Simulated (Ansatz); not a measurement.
# Reading a saddle point

A first-order saddle point of ZnH4SO, closed shell, PBE0-D4/def2-TZVP, with one imaginary mode of 1153i cm⁻¹:

```
7
angstrom
Zn 0.1764 -0.4498 0.3905
H 0.2690 0.8221 1.5261
O 0.7381 -2.1234 0.1169
H -0.3592 1.2424 0.7323
S -1.1645 1.2620 -0.7331
H 0.4043 -2.5020 -0.6993
H -0.0642 1.7486 -1.3333
```

Ansatz 0.2.0; basis: def2-TZVPP and def2-QZVPP; cores frozen in the correlated methods. The 3s and 3p shells of Cu and Zn are frozen; filled d shells are correlated. Extrapolation: Hartree–Fock as exp(−7.88 √X), correlation as X^−2.97.

Q: Which contacts change along the imaginary mode, and what lies on either side? (A judgement: the text doesn't fix the answer.)

A: By the calculation: The step is ZnH₂O ([OH][ZnH]) + H₂S → ZnH₂SO ([OH][Zn][SH]) + H₂, with the molecules in contact on both sides. Shortening one way: Zn1–S5, H2–H4; lengthening the same way: Zn1–H2, H4–S5.
```csv
pair,one side (Å),saddle (Å),other side (Å)
Zn1–S5,2.90,2.45,2.15
H2–H4,3.35,1.10,0.75
Zn1–H2,1.53,1.71,2.71
H4–S5,1.34,1.67,3.74
```

Q: Which side is lower, and how far does the saddle lie above each? (An estimate is asked for; the value comes from the calculation.)

A: The calculation gives: The side with Zn1–S5, H2–H4 short is lower by 60.7 kJ/mol; the saddle lies 159.3 kJ/mol above it and 98.7 kJ/mol above the other (CCSD(T) at an estimated basis limit (MP2 extrapolated from triple and quadruple zeta, plus CCSD(T) − MP2 in triple zeta); electronic energies).

T1 diagnostic: at most 0.017.

Exchanges of this kind with a chalcogen hydride build sulfide and selenide films.

Labels in which every atom is bracketed show which atoms are joined, not bond orders.

For scale, one of the runs: CCSD(T)/def2-TZVPP, 193 basis functions, launched by `ansatz run in.yaml --threads 4 --pin off --events-out ev --progress --plain --max-ram 9574MiB`. The run took 48 s on 4 CPU threads of an Arm Neoverse V1 (shared host), with 2.1 GiB of host memory at its peak.
